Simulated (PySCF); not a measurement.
## Molecular orbitals of NbN

r²SCAN at R = 1.641 Å; Nb def2-TZVPP with ECP28, N def2-TZVPP; scalar-relativistic core potentials (PySCF 2.14). State: ³Δ (triplet), unpaired electrons σ ↑, δ ↑. Only the outer orbitals are listed, counted within each symmetry, core potentials removing the inner ones.

| spin | orbital | occ. | ε (eV) | on Nb (%) | main shells (%) |
| --- | --- | --- | --- | --- | --- |
| α | 4σ | 1 | -16.80 | 14 | 86 N s, 9 Nb d |
| α | 2π | 1 | -7.24 | 47 | 52 N p, 45 Nb d |
| α | 2π | 1 | -7.24 | 47 | 52 N p, 45 Nb d |
| α | 5σ | 1 | -6.76 | 45 | 45 N p, 40 Nb d, 10 N s |
| α | 1δ | 1 | -5.25 | 100 | 100 Nb d |
| α | 6σ | 1 | -4.87 | 93 | 77 Nb s, 11 Nb p |
| α | 1δ | 0 | -3.67 | 100 | 100 Nb d |
| α | 3π | 0 | -2.27 | 86 | 61 Nb p, 25 Nb d, 14 N p |
| α | 3π | 0 | -2.27 | 86 | 61 Nb p, 25 Nb d, 14 N p |
| β | 1π | 1 | -36.61 | 100 | 100 Nb p |
| β | 1π | 1 | -36.61 | 100 | 100 Nb p |
| β | 4σ | 1 | -17.12 | 13 | 87 N s, 8 Nb d |
| β | 2π | 1 | -7.17 | 36 | 63 N p, 34 Nb d |
| β | 2π | 1 | -7.17 | 36 | 63 N p, 34 Nb d |
| β | 5σ | 1 | -6.59 | 35 | 57 N p, 30 Nb d, 8 N s |
| β | 1δ | 0 | -2.81 | 100 | 100 Nb d |
| β | 6σ | 0 | -2.60 | 94 | 77 Nb s, 9 Nb p |
| β | 1δ | 0 | -2.02 | 100 | 100 Nb d |

Problem. Which are the highest filled and the lowest empty level, where do they sit, and how wide is the gap?

Solution. Highest filled α 6σ at -4.87 eV (in %: 77 Nb s, 11 Nb p); lowest empty α 1δ at -3.67 eV (in %: 100 Nb d); the gap at r²SCAN is 1.20 eV.

```json
{"bond order (Mayer)": "2.96", "⟨S²⟩": "2.035", "charge on Nb (Mulliken, basis-dependent)": "0.53", "charge on Nb (Löwdin, basis-dependent)": "0.12", "dipole moment (positive dipole means Nb(−)N(+))": "-3.55 D"}
```

Spin–orbit coupling is left out. The state is the lowest single determinant that the PBE0 search found; with open d or f shells the true ground state can be another one.
